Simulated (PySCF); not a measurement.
Compound: C5H7FOS.
Z-matrix (Å and degrees, GFN2-xTB geometry), rows numbered from 1:
```
C 
C   1  1.5223
C   2  1.5073  1  112.19
O   3  1.2030  2  124.71  1    -2.01
C   3  1.5046  2  113.74  1   177.19
S   5  1.8234  3  115.39  2  -113.28
C   5  1.4844  3  118.69  2   173.09
F   7  1.3479  5  117.94  6   110.34
H   1  1.0866  2  110.15  3   -59.96
H   1  1.0869  2  110.24  3    59.21
H   1  1.0864  2  110.43  3   179.68
H   2  1.0935  1  110.86  3   120.50
H   2  1.0938  1  110.66  3  -120.73
H   5  1.0848  3  116.83  2    23.50
H   7  1.0856  5  119.97  6  -108.72
```

Theory: TDDFT PBE0/def2-SVPD, vertical, gas phase, core orbitals frozen in the response in PySCF 2.14.0, density-fitted response routines.

```csv
state,E (eV),E (kJ/mol),λ (nm),f,"main configurations (H = HOMO, L = LUMO)"
S1,3.93,379,315.5,0.0018,H→L (89%)
S2,4.61,445,268.8,0.0004,"H-1→L (82%), H→L (8%)"
S3,5.83,563,212.5,0.0009,H→L+1 (87%)
S4,6.28,606,197.3,0.013,H-2→L (93%)
S5,6.64,641,186.7,0.0056,"H→L+2 (58%), H→L+3 (20%), H-1→L+1 (16%)"
S6,6.84,660,181.3,0.011,"H→L+3 (69%), H-1→L+1 (8%), H→L+2 (8%)"
S7,6.85,661,180.9,0.0022,"H-1→L+1 (57%), H→L+2 (20%), H-3→L (13%)"
S8,6.93,669,178.9,0.073,"H-3→L (40%), H→L+4 (39%)"
```

Triplets (Tamm–Dancoff): T1 3.44 eV, H→L (82%), H-1→L (13%); T2 4.10 eV, H-1→L (74%), H→L (13%); T3 5.36 eV, H-3→L (36%), H→L+1 (20%), H-2→L (20%).

The lowest singlet comes at 315 nm (379 kJ/mol) in the ultraviolet; it is very weak; its leading configuration is HOMO→LUMO (89%). The most intense listed level is S8 at 6.93 eV (179 nm, f = 0.073), 3.00 eV above S1. It is the last of those listed, so stronger ones may follow. Löwdin shares by element: HOMO sulfur 57%, carbon 15% or more, oxygen 12% (atoms not listed hold the other 15%); LUMO carbon 37% or more, sulfur 27%, oxygen 22%. Of the 8 states listed, 3 reach f = 0.01 and 1 stays under 0.0005. Weighted by f, the mean energy of these states is 6.76 eV. Orbital energies (eV): HOMO-3 -9.59, HOMO-2 -9.26, HOMO-1 -8.13, HOMO -7.23, LUMO -1.63, LUMO+1 0.06, LUMO+2 0.56. Singlets were solved by full linear response, triplets in the Tamm–Dancoff approximation.

One conformer stands for the species.
